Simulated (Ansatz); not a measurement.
Molecule: CuCl, net charge 0, triplet state. The spin state was set by rule; other spins were not relaxed. 
Geometry from a B3LYP-D3(BJ)/def2-TZVP (Ansatz, a program for electronic structure) optimisation:
```
Cu
Cl 1 2.1784
```
Charge 0, spin multiplicity 3.

Total electronic energies in hartree. Correlated levels leave the core frozen unless marked. Open shells are spin-unrestricted. Spin-orbit coupling is left out. Frozen are the shells of the preceding noble gas and the d and f shells that filled before the atom's block. No relativistic terms. CBS(X,Y): correlation extrapolated as X^-3; Hartree-Fock from the larger set. The bracket is a focal-point correction in the basis named.

| level | program | energy (Eh) |
|---|---|---|
| PBE0-D3(BJ)/def2-TZVP | Ansatz + dftd3 | -2100.28818 |
| PBE0-D4/def2-TZVP | Ansatz + dftd4 | -2100.28816 |
| CAM-B3LYP-D3(BJ)/def2-TZVPD | Ansatz + dftd3 | … |
| MP2/6-31G* | Ansatz | -2098.50585 |
| MP2/def2-QZVPP | Ansatz | -2099.15483 |
| MP2/def2-QZVPPD | Ansatz | -2099.15513 |
| RI-MP2/CBS(def2-TZVPPD,def2-QZVPPD) | Ansatz | -2099.1883 |
| SCS-MP2/def2-QZVPP | Ansatz | -2099.10428 |
| CCSD/def2-SVP | Ansatz | -2098.42556 |
| CCSD/def2-QZVPPD | Ansatz | -2099.14659 |
| CCSD(T)/6-31G* | Ansatz | -2098.51654 |
| CCSD(T)/def2-SVPD | Ansatz | -2098.47137 |
| CCSD(T)/def2-QZVPPD | Ansatz | -2099.17118 |
| RI-MP2/CBS(def2-TZVPP,def2-QZVPP)+[CCSD(T)-MP2]/def2-QZVPP | Ansatz | -2099.2052 |
| CCSD(T)/CBS(def2-TZVPPD,def2-QZVPPD) | Ansatz | -2099.2054 |

Problem. Complete the blanks.

Solution. 
- CAM-B3LYP-D3(BJ)/def2-TZVPD, energy (Eh): -2100.80132
